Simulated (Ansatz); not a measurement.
Species: 1,2-dihydrodisiline, C4H8Si2, charge 0, multiplicity 1. 
Geometry from a B3LYP-D3(BJ)/def2-TZVP (Ansatz, an electronic-structure program) optimisation:
```xyz
14

C      1.7654     0.6976    -0.1593
C      0.7485     1.5552    -0.3464
Si    -1.0733     1.1516    -0.2521
Si    -1.0987    -1.1273     0.2526
C      0.7136    -1.5716     0.3460
C      1.7494    -0.7371     0.1584
H      2.7735     1.0951    -0.2501
H      1.0269     2.5811    -0.5743
H     -1.7269     1.4763    -1.5458
H     -1.7206     1.9929     0.7871
H     -1.7588    -1.4372     1.5467
H     -1.7652    -1.9538    -0.7862
H      0.9691    -2.6034     0.5738
H      2.7484    -1.1570     0.2487
```

Dipole moments at this geometry, in debye (magnitudes).

```csv
level,program,dipole (D)
SVWN5/def2-TZVPD,Ansatz,0.93
BLYP/def2-TZVPD,Ansatz,0.95
r2SCAN/def2-TZVPD,Ansatz,1.01
B97M-V/def2-TZVPD,Ansatz,1.23
PBE0/def2-TZVPD,Ansatz,0.99
r2SCANh/def2-TZVPD,Ansatz,1.01
r2SCAN0/def2-TZVPD,Ansatz,1.00
HSE06/def2-TZVPD,Ansatz,0.99
CAM-B3LYP/def2-TZVPD,Ansatz,0.92
LC-wPBE/def2-TZVPD,Ansatz,0.98
wB97M-V/def2-TZVPD,Ansatz,(withheld)
wB97X-V/def2-TZVPD,Ansatz,0.97
CCSD(T)/aug-cc-pV(D+d)Z,Ansatz,(withheld)
```

What belongs in the gaps?


- wB97M-V/def2-TZVPD, dipole (D): 0.98
- CCSD(T)/aug-cc-pV(D+d)Z, dipole (D): 0.97
